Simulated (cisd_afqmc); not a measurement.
Input (AFQMC/CISD/def2-SVP; cisd_afqmc is a phaseless AFQMC code with CISD trial states that reads the integrals written by Ansatz):

Ansatz 0.2 input:
```python
import cisd_afqmc

open("ham.yaml", "w").write("""\
crystal:
  periodic: [false, false, false]
  atoms:
    - {symbol: Sn, position_ang: [0.00007745, 0.24890386, 0.24698450]}
    - {symbol: H, position_ang: [-0.23323324, 1.42821952, -1.07577857]}
    - {symbol: C, position_ang: [0.02506955, -1.44968468, -1.16623969]}
    - {symbol: H, position_ang: [0.83112464, -1.30509284, -1.89030979]}
    - {symbol: H, position_ang: [-0.91321739, -1.46679356, -1.72680549]}
    - {symbol: H, position_ang: [0.16103645, -2.40341806, -0.65889282]}
basis:
  gaussian:
    orbitals: def2-SVP
magnetization: {spin_polarized: false}
correlation: {method: ccsd, electrons: outside_noble_gas, hamiltonian_folder: ham}
""")
rep = cisd_afqmc.ansatz("ham.yaml")
e_ccsd = rep["correlation"]["coupled_cluster"]["energy"]["hartree"]
out = cisd_afqmc.run("ham", e_ccsd, trial="CISD", walkers=100, populations=8, threads=8, dt=0.005, steps=40, early=36, settle=10, least=32,
    cut=5e-5, rank_cut=2e-4, target=0.0004, seconds=1500, seed=1, memory=17280, gpu=False)
```

Output:

```
orbitals 50, occupied [6], factors 323 of 697, rank of the doubles 117 of 264
E(HF) = -253.478495
E(CCSD) on the cut factors = -253.733034, shift to the whole factors -0.000007
Energy of the trial state on the determinant = -253.733064
  tau behind 10.8 of longer steps, mean of the populations' last blocks
   2.0  -253.74080
   4.0  -253.74036
   6.0  -253.73964
   8.0  -253.74064
  10.0  -253.73982
blocks 389 (0 outliers left out), error by blocks joined: 1: 0.00018, 2: 0.00023, 4: 0.00028, 8: 0.00033, 16: 0.00037
E(AFQMC/CISD) = -253.74018 +/- 0.00037
```

 In a CCSD(T) run of this state the restricted determinant is unstable towards broken spin symmetry.

A triplet may lie lower; no result for it is given here.
